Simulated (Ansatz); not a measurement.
Job for Ansatz (a first-principles code): R-CCSD(T)/cc-pVDZ on C3H6O (SMILES C=COC), a point of a torsion scan.

Ansatz 0.2 input:
```yaml
crystal:
  periodic: [false, false, false]
  atoms:
    - {symbol: C, position_ang: [1.74176089, 0.12025543, 0.05156946]}
    - {symbol: C, position_ang: [0.62253939, -0.58124828, 0.01587562]}
    - {symbol: O, position_ang: [-0.54306985, -0.08586901, -0.48610903]}
    - {symbol: C, position_ang: [-1.30000350, -1.00100448, -1.24107596]}
    - {symbol: H, position_ang: [1.77615273, 1.12910877, -0.31815163]}
    - {symbol: H, position_ang: [2.62876093, -0.27692147, 0.50768376]}
    - {symbol: H, position_ang: [0.57442521, -1.60993272, 0.36933119]}
    - {symbol: H, position_ang: [-2.25275133, -0.51844464, -1.45150822]}
    - {symbol: H, position_ang: [-1.47606117, -1.92939644, -0.68419316]}
    - {symbol: H, position_ang: [-0.79870532, -1.24402056, -2.18429808]}
basis:
  gaussian:
    orbitals: cc-pVDZ
magnetization: {spin_polarized: false}
correlation: {method: ccsd_t, electrons: outside_noble_gas}
scf: {lower_state_search: off}
```

It printed:

```
WARN ansatz: RAYON_NUM_THREADS=2 ignored (pool sized by the plan → 2); use --threads N
Functional definition: HF
these checks for a lower state are left out or cut short: stability, starts, cluster_reference, orbital_swaps, neighbouring_geometries, increment
integrals: 0.08 GiB planned
778 factors; integrals over basis functions are off by at most 1.1e-3 eV
mean field: 0.16 GiB planned
mean field evaluation 1: about -5220.5070 eV, gradient 2.8e1 eV
mean field evaluation 2: about -5220.5098 eV, gradient 2.8e1 eV
mean field evaluation 4: about -5222.6067 eV, gradient 3.4e0 eV
mean field evaluation 8: about -5222.6402 eV, gradient 3.2e-4 eV
mean field -5222.64021484 eV, -191.9284878627 hartree, gradient 1.3e-6 eV, S^2 0.000000; 0 other end points of the search recorded, 0 dependent functions left out
4 core orbitals not correlated
reference -5222.64021484 eV, -191.9284878627 hartree; 12, 12 occupied and 70, 70 virtual orbitals, 778 factors
second order -16.17420331 eV of doubles, -0.00000000 eV of singles
coupled cluster: 0.27 GiB planned
cycle   1  -16.80195931 eV  change   -6.3e-1 eV  update   9.1e-2
cycle   2  -17.24708321 eV  change   -4.5e-1 eV  update   2.9e-2
cycle   3  -17.36131322 eV  change   -1.1e-1 eV  update   1.5e-2
cycle   4  -17.35938216 eV  change    1.9e-3 eV  update   3.8e-3
cycle   5  -17.35935189 eV  change    3.0e-5 eV  update   1.6e-3
cycle   6  -17.35968123 eV  change   -3.3e-4 eV  update   4.5e-4
cycle   7  -17.35944837 eV  change    2.3e-4 eV  update   1.9e-4
cycle   8  -17.35942322 eV  change    2.5e-5 eV  update   7.7e-5
cycle   9  -17.35943212 eV  change   -8.9e-6 eV  update   2.9e-5
perturbative correction -0.52803191 eV, -0.0194048149 hartree
Total energy: -5240.52767887 eV, -192.5858400412 hartree
Checks for a lower state left out: stability, starts, cluster_reference, orbital_swaps, neighbouring_geometries, increment
```

The calculation finished and met its thresholds.

Cost: roughly 9 core-seconds.
